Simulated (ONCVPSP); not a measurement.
# bromine (Br): excitation energies, all-electron against ONCV

ONCVPSP 4.0.1 input, shortened (lines: element, Z, core and valence counts, functional; n l f; lmax; l rc ep ncon nbas qcut; lloc lpopt rc5 dvloc0; l nproj debl; icmod fcfact rcfact), PBEsol, scalar-relativistic:

```
  Br 35.00    6    2  -116133      upf
    1    0    2.00
    2    0    2.00
    2    1    6.00
    3    0    2.00
    3    1    6.00
    3    2   10.00
    4    0    2.00
    4    1    5.00
    1
    0    1.50    0.00    3    6    5.40
    1    1.50    0.00    4    9    5.30
    1    5    1.50    0.00
    0    2    1.60
    1    0    3.30
    3    4.50    1.70
```

Energies are relative to the spin-unpolarised reference configuration 4s2 4p5; without spin polarisation the order of configurations can differ from experiment.

| valence configuration | charge | ΔE all-electron (eV) | error AE − PS (meV) |
| --- | --- | --- | --- |
| 4s2 4p4 | +1 | 12.554 | -9.9 |
| 4s2 4p3 | +2 | 35.325 | -67 |
| 4s2 4p2 | +3 | 69.334 | -249 |
| 4s2 4p1 | +4 | 115.400 | -675 |

Levels in the configuration 4s2 4p2:

```csv
level,all-electron (eV),pseudo (eV)
4s,-54.242,-54.517
4p,-39.922,-40.195
```
